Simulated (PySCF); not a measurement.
**From computed data to an observable: chemical shift, span and skew from a shielding tensor**

Al(F)(Me)(OH) (CH₄AlFO), SMILES [CH3][Al]([OH])[F]. Atoms are numbered in the order given.

```xyz
8

Al    -0.0121     0.0494     0.0000
F     -1.5436     0.7176     0.0000
C      0.2344    -1.8693     0.0000
H      1.3016    -2.1398     0.0000
H     -0.2378    -2.3263    -0.8857
H     -0.2378    -2.3263     0.8857
O      1.3179     1.1053     0.0000
H      1.2736     2.0657     0.0000
```
Charge 0, spin multiplicity 1.

Coordinates come from a B3LYP-D3(BJ)/def2-SVP optimisation. One conformer was computed; it need not be the lowest.

GIAO shieldings from HF/pcSseg-1 in PySCF, non-relativistic, no solvent. The symmetric part of the tensor of F2 has the principal values 308.8, 362.6, 454.8 ppm. The same nucleus in CFCl3 has σ = 238.5 ppm at this level (PySCF, at its B3LYP-D3(BJ)/def2-TZVP geometry).

Task: Work out the isotropic shielding, the ¹⁹F shift against CFCl3, the span and the skew.

Result: 
σ(iso) = (σ11 + σ22 + σ33)/3 = 375.4 ppm. δ = σ(ref) − σ(iso) = 238.5 − (375.4) = -136.9 ppm.
Span Ω = σ33 − σ11 = 146.0 ppm. Skew κ = 3(σ(iso) − σ22)/Ω = 0.26. Tumbling in solution averages the tensor to δ; in a static solid the shielding alone would spread this spin-1/2 line over Ω.
